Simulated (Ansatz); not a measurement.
Isolated molecules relaxed with PBE0-D4/def2-TZVP in Ansatz; ΔE leaves out vibrations. CCSD(T)/CBS adds triple-zeta CCSD(T) − MP2 to the extrapolated MP2 energy (def2 sets, frozen cores). This one scheme is used for every species. DFT in def2-TZVPP. B3LYP here is the variant with VWN-RPA as its local correlation; programs differ in this. Each species was taken in one conformer, which may not be the lowest.

Consider the ligand exchange at the Al–N bond: `[NH2][Al]([NH2])[OH]` + H₂S → `[NH2][Al]([OH])[SH]` + NH₃.

Question: Is it downhill or uphill in electronic energy at CCSD(T)/CBS, and by how much? (Best estimate.)

Answer: Computed: Downhill: ΔE = -0.30 eV.

Question: What do these levels give: B2PLYP, PBE0, B3LYP, RPA@PBE/def2-TZVPP, SCS-MP2/def2-TZVPP, HF/CBS(def2)? (Best estimate.)

Answer: The calculation gave: B2PLYP -0.28, PBE0 -0.35, B3LYP -0.26, RPA@PBE/def2-TZVPP -0.26, SCS-MP2/def2-TZVPP -0.28, HF/CBS(def2) -0.24 eV.

Largest T1 diagnostic among the species: 0.011.

Leaving LDA and LC-ωPBE aside and taking each functional with its dispersion term where it has one, the values, not all of them listed here, spread over 0.13 eV, from HSE06-D4 to CAM-B3LYP-D4. LDA lies +0.05 eV from PBE without D4. In def2-TZVPP, CCSD(T) changes the Hartree–Fock value by −0.03 eV (the triples alone add −0.02 eV) and MP2 by −0.05 eV.
